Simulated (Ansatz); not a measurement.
Steps of a relaxation of `CC(C#N)(C#N)C#N` with RKS PBE0-D4/def2-TZVP.

```sh
$ ansatz run in.yaml --threads 2 --pin off --events-out ev --progress --plain --max-ram 32768MiB --backend cuda --devices 0, --max-vram 18GiB
```

```yaml
crystal:
  periodic: [false, false, false]
  atoms:
    - {symbol: C, position_ang: [-0.793515, -0.603242, -0.781413]}
    - {symbol: C, position_ang: [0.184767, 0.140471, 0.181916]}
    - {symbol: C, position_ang: [1.579312, 0.001082, -0.307301]}
    - {symbol: N, position_ang: [2.662289, -0.133311, -0.727693]}
    - {symbol: C, position_ang: [-0.164958, 1.581793, 0.243433]}
    - {symbol: N, position_ang: [-0.474753, 2.709307, 0.262592]}
    - {symbol: C, position_ang: [0.089953, -0.439264, 1.545159]}
    - {symbol: N, position_ang: [-0.016034, -0.925249, 2.603559]}
    - {symbol: H, position_ang: [-1.828365, -0.492815, -0.407767]}
    - {symbol: H, position_ang: [-0.714480, -0.163750, -1.793007]}
    - {symbol: H, position_ang: [-0.524228, -1.675042, -0.819479]}
basis:
  gaussian: {orbitals: def2-TZVP}
hamiltonian: {xc: pbe0, dispersion: d4}
relax: {f_tol: 0.005, max_steps: 150}
```

Positions (Å) and forces (eV/Å) along the path, 4 of 4 steps:

```xyz
11
step=1 energy=-9693.2343 eV
C    -0.794   -0.603   -0.781   -0.117   -0.089   -0.115
C     0.185    0.140    0.182    0.026    0.020    0.026
C     1.579    0.001   -0.307    1.980   -0.267   -0.803
N     2.662   -0.133   -0.728   -2.399    0.297    0.930
C    -0.165    1.582    0.243   -0.599    2.068    0.011
N    -0.475    2.709    0.263    0.685   -2.497   -0.043
C     0.090   -0.439    1.545   -0.221   -0.919    1.935
N    -0.016   -0.925    2.604    0.234    1.076   -2.345
H    -1.828   -0.493   -0.408    0.533   -0.036   -0.160
H    -0.714   -0.164   -1.793   -0.015   -0.198    0.522
H    -0.524   -1.675   -0.819   -0.108    0.546    0.042
11
step=2 energy=-9693.3465 eV
C    -0.787   -0.598   -0.775   -0.005   -0.004   -0.005
C     0.185    0.141    0.182    0.031    0.023    0.030
C     1.571    0.000   -0.308   -0.257    0.030    0.097
N     2.631   -0.134   -0.723    0.099   -0.014   -0.041
C    -0.166    1.573    0.240    0.070   -0.268   -0.007
N    -0.472    2.678    0.257   -0.031    0.104    0.000
C     0.088   -0.439    1.537    0.023    0.113   -0.252
N    -0.019   -0.917    2.573   -0.012   -0.047    0.097
H    -1.808   -0.486   -0.401    0.143   -0.020   -0.059
H    -0.705   -0.160   -1.773   -0.017   -0.067    0.140
H    -0.517   -1.657   -0.809   -0.044    0.150    0.000
11
step=3 energy=-9693.3492 eV
C    -0.784   -0.596   -0.773    0.008    0.006    0.008
C     0.185    0.141    0.182    0.009    0.007    0.009
C     1.566    0.000   -0.307   -0.032    0.005    0.014
N     2.627   -0.134   -0.723    0.010   -0.003   -0.006
C    -0.166    1.569    0.240    0.010   -0.034    0.000
N    -0.473    2.675    0.256   -0.005    0.011   -0.001
C     0.087   -0.438    1.533    0.004    0.015   -0.031
N    -0.020   -0.917    2.569   -0.003   -0.006    0.010
H    -1.803   -0.486   -0.402    0.006   -0.002   -0.005
H    -0.704   -0.161   -1.768   -0.003   -0.005    0.005
H    -0.517   -1.651   -0.808   -0.004    0.006   -0.002
11
step=4 energy=-9693.3492 eV
C    -0.784   -0.596   -0.772    0.001    0.001    0.001
C     0.185    0.141    0.182    0.000    0.000    0.000
C     1.566    0.000   -0.307    0.001    0.001    0.002
N     2.627   -0.135   -0.723   -0.001   -0.001   -0.001
C    -0.166    1.569    0.240    0.002    0.000    0.001
N    -0.473    2.674    0.256   -0.001   -0.001   -0.001
C     0.087   -0.438    1.532    0.002    0.002    0.001
N    -0.020   -0.917    2.569   -0.001   -0.001   -0.001
H    -1.802   -0.486   -0.402   -0.001    0.000    0.000
H    -0.704   -0.161   -1.767    0.000    0.000   -0.001
H    -0.517   -1.651   -0.808    0.000   -0.001    0.000
```

It took 16 s on 2 threads of an AMD EPYC 7R13 on a shared host and a share of an NVIDIA H100 80 GB, with 0.89 GiB of host memory at the peak.
